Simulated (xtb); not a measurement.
1-bromo-2,2-dichloro-1-fluoroethene (C2BrCl2F), SMILES FC(Br)=C(Cl)Cl. All values are semi-empirical tight-binding results from xtb (GFN2-xTB unless named), good for trends rather than for accurate numbers. Geometry optimised at GFN2-xTB.

Optimised geometry:

```xyz
6

F      1.9852    -0.0730     0.0000
C      0.6563    -0.1068     0.0000
Br    -0.0490    -1.8396     0.0000
C     -0.0828     1.0056     0.0000
Cl     0.6388     2.5641     0.0000
Cl    -1.7914     0.9448     0.0000
```
Charge 0, spin multiplicity 1.

Estimate the properties. (An estimate is asked for; the answer gives what the named calculation found.)


* **point group as xtb finds it**: Cs
* **orbital gap**: 3.78 eV
* **zero-point energy**: 9.3 kcal/mol
* **G − E(el) at 298.15 K (modified RRHO)**: -11.7 kcal/mol
* **static polarisability (D4 model)**: 72.9 bohr³
* **solvation energy, GFN2-xTB/ALPB(water)**: 0.4 kcal/mol
* **solvation energy, GFN2-xTB/ALPB(acetone)**: -5.3 kcal/mol

Give the atomic charges and the Wiberg bond orders between heavy atoms. (Estimate from the structure and the level; the computed values follow.)

charges (e) F1 -0.16, C2 0.20, Br3 -0.05, C4 0.13, Cl5 -0.06, Cl6 -0.06. Bond orders F1–C2 1.00, C2–Br3 1.01, C2–C4 1.68, C4–Cl5 1.02, C4–Cl6 1.03.
